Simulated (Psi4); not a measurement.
C3H7N3 (SMILES NC=C=C(N)N), singlet, at a GFN2-xTB geometry; MP2/def2-TZVPD in Psi4.

The Psi4 input:
```
memory 2 GB

molecule {
0 1
N     2.62801966   -0.01788679   -0.12993636
C     1.45421097    0.43277809   -0.75141251
C     0.24379488    0.20903518   -0.32202357
C    -0.94459541   -0.07950222    0.14625935
N    -1.63796368    0.72670930    1.07198298
N    -1.68426615   -1.21086222   -0.25340559
H     2.48589279   -0.31857730    0.82474656
H     3.41248979    0.61193661   -0.21921480
H     1.64271385    0.94604129   -1.69019079
H    -2.63083069    0.75956073    0.87820001
H    -1.24834702    1.65661449    1.13968425
H    -1.10532981   -1.90797904   -0.70043494
H    -2.21758053   -1.60718494    0.50978274
}

set {
  basis def2-tzvpd
  freeze_core true
}

energy('mp2')
print_variables()
```

Output, abridged:

```
    SCF Algorithm Type (re)set to DF.

   => Loading Basis Set <=

    Name: DEF2-TZVPD
    Role: ORBITAL
    Keyword: BASIS

         ---------------------------------------------------------
                                   SCF
               by Justin Turney, Rob Parrish, Andy Simmonett
                          and Daniel G. A. Smith
                              RHF Reference
         ---------------------------------------------------------

  ==> Geometry <==

    Molecular point group: c1
    Full point group: C1

    Geometry (in Angstrom), charge = 0, multiplicity = 1:

       Center              X                  Y                   Z               Mass
    ------------   -----------------  -----------------  -----------------  -----------------
         N            2.631998898980    -0.016230906786    -0.121299971041    14.003074004430
         C            1.458190208980     0.434433973214    -0.742776121041    12.000000000000
         C            0.247774118980     0.210691063214    -0.313387181041    12.000000000000
         C           -0.940616171020    -0.077846336786     0.154895738959    12.000000000000
         N           -1.633984441020     0.728365183214     1.080619368959    14.003074004430
         N           -1.680286911020    -1.209206336786    -0.244769201041    14.003074004430
         H            2.489872028980    -0.316921416786     0.833382948959     1.007825032230
         H            3.416469028980     0.613592493214    -0.210578411041     1.007825032230
         H            1.646693088980     0.947697173214    -1.681554401041     1.007825032230
         H           -2.626851451020     0.761216613214     0.886836398959     1.007825032230
         H           -1.244367781020     1.658270373214     1.148320638959     1.007825032230
         H           -1.101350571020    -1.906323156786    -0.691798551041     1.007825032230
         H           -2.213601291020    -1.605529056786     0.518419128959     1.007825032230

  Running in c1 symmetry.

  Rotational constants: A =      0.26968  B =      0.06228  C =      0.05496 [cm^-1]
  Rotational constants: A =   8084.94026  B =   1867.24112  C =   1647.60258 [MHz]
  Nuclear repulsion =  219.596296331149603

  Charge       = 0
  Multiplicity = 1
  Electrons    = 46
  Nalpha       = 23
  Nbeta        = 23

  ==> Algorithm <==

  SCF Algorithm Type is DF.
  DIIS enabled.
  MOM disabled.
  Fractional occupation disabled.
  Guess Type is SAD.
  Energy threshold   = 1.00e-08
  Density threshold  = 1.00e-08
  Integral threshold = 1.00e-12

  ==> Primary Basis <==

  Basis Set: DEF2-TZVPD
    Blend: DEF2-TZVPD
    Number of shells: 113
    Number of basis functions: 285
    Number of Cartesian functions: 321
    Spherical Harmonics?: true
    Max angular momentum: 3

   => Loading Basis Set <=

    Name: (DEF2-TZVPD AUX)
    Role: JKFIT
    Keyword: DF_BASIS_SCF

  ==> Integral Setup <==

  SCF_SUBTYPE=INCORE selected. In-core MEM_DF algorithm will be used.
  Using in-core AOs.

  ==> MemDFJK: Density-Fitted J/K Matrices <==

    J tasked:                   Yes
    K tasked:                   Yes
    wK tasked:                   No
    Algorithm:                 Core
    Schwarz Cutoff:           1E-12
    Mask sparsity (%):       4.4075
    Fitting Condition:        1E-10

   => Auxiliary Basis Set <=

  Basis Set: (DEF2-TZVPD AUX)
    Blend: DEF2-UNIVERSAL-JKFIT
    Number of shells: 192
    Number of basis functions: 582
    Number of Cartesian functions: 686
    Spherical Harmonics?: true
    Max angular momentum: 4

  Minimum eigenvalue in the overlap matrix is 1.2691087377E-06.
  Reciprocal condition number of the overlap matrix is 9.8199770595E-08.
    Using symmetric orthogonalization.

  ==> Pre-Iterations <==

  SCF Guess: Superposition of Atomic Densities via on-the-fly atomic UHF (no occupation information).

   -------------------------
    Irrep   Nso     Nmo
   -------------------------
     A        285     285
[...]

  ==> Post-Iterations <==

    Orbital Energies [Eh]
    ---------------------

    Doubly Occupied:

[...]
    Virtual:

[...]
     285A     33.784629

    Final Occupation by Irrep:
              A
    DOCC [    23 ]
    NA   [    23 ]
    NB   [    23 ]

  @DF-RHF Final Energy:  -281.06968603659487

   => Energetics <=

    Nuclear Repulsion Energy =            219.5962963311496026
    One-Electron Energy =                -816.2165546737369368
    Two-Electron Energy =                 315.5505723059924890
    Total Energy =                       -281.0696860365948737

Computation Completed

Properties will be evaluated at   0.000000,   0.000000,   0.000000 [a0]

Properties computed using the SCF density matrix

 Multipole Moments:

 ------------------------------------------------------------------------------------
     Multipole            Electronic (a.u.)      Nuclear  (a.u.)        Total (a.u.)
 ------------------------------------------------------------------------------------

 L = 1.  Multiply by 2.5417464519 to convert [e a0] to [Debye]
 Dipole X            :         -0.3812653            0.3459046           -0.0353607
 Dipole Y            :          0.0889265            0.1439419            0.2328684
 Dipole Z            :         -0.3814929            0.7507386            0.3692457
 Magnitude           :                                                    0.4379731

 ------------------------------------------------------------------------------------

  //>>>>>>>>>>>>>>>>>>>>>>>>>>>>>>>>>>>//
  //               DFMP2               //
  //<<<<<<<<<<<<<<<<<<<<<<<<<<<<<<<<<<<//

   => Loading Basis Set <=

    Name: (DEF2-TZVPD AUX)
    Role: RIFIT
    Keyword: DF_BASIS_MP2

	 --------------------------------------------------------
	                          DF-MP2
	      2nd-Order Density-Fitted Moller-Plesset Theory

	        Rob Parrish, Justin Turney, Andy Simmonett,
	           Ed Hohenstein, and C. David Sherrill
	 --------------------------------------------------------

   => Auxiliary Basis Set <=

  Basis Set: (DEF2-TZVPD AUX)
    Blend: DEF2-TZVPD-RI
    Number of shells: 226
    Number of basis functions: 720
    Number of Cartesian functions: 872
    Spherical Harmonics?: true
    Max angular momentum: 4

	 --------------------------------------------------------
	                 NBF =   285, NAUX =   720
	 --------------------------------------------------------
	   CLASS    FOCC     OCC    AOCC    AVIR     VIR    FVIR
	   PAIRS       6      23      17     262     262       0
	 --------------------------------------------------------

	-----------------------------------------------------------
	 ==================> DF-MP2 Energies <====================
	-----------------------------------------------------------
	 Reference Energy          =    -281.0696860365948737 [Eh]
	 Singles Energy            =      -0.0000000000000000 [Eh]
	 Same-Spin Energy          =      -0.2740177235807974 [Eh]
	 Opposite-Spin Energy      =      -0.8206707455410286 [Eh]
	 Correlation Energy        =      -1.0946884691218259 [Eh]
	 Total Energy              =    -282.1643745057166939 [Eh]
	-----------------------------------------------------------
	 ================> DF-SCS-MP2 Energies <==================
	-----------------------------------------------------------
	 SCS Same-Spin Scale       =       0.3333333333333333 [-]
	 SCS Opposite-Spin Scale   =       1.2000000000000000 [-]
	 SCS Same-Spin Energy      =      -0.0913392411935991 [Eh]
	 SCS Opposite-Spin Energy  =      -0.9848048946492343 [Eh]
	 SCS Correlation Energy    =      -1.0761441358428334 [Eh]
	 SCS Total Energy          =    -282.1458301724376838 [Eh]
	-----------------------------------------------------------

  Variable Map:
  ----------------------------------------------------------------------------
[...]
  Array Variable Map:
  ----------------------------------------------------------------------------
[...]
[...]
```
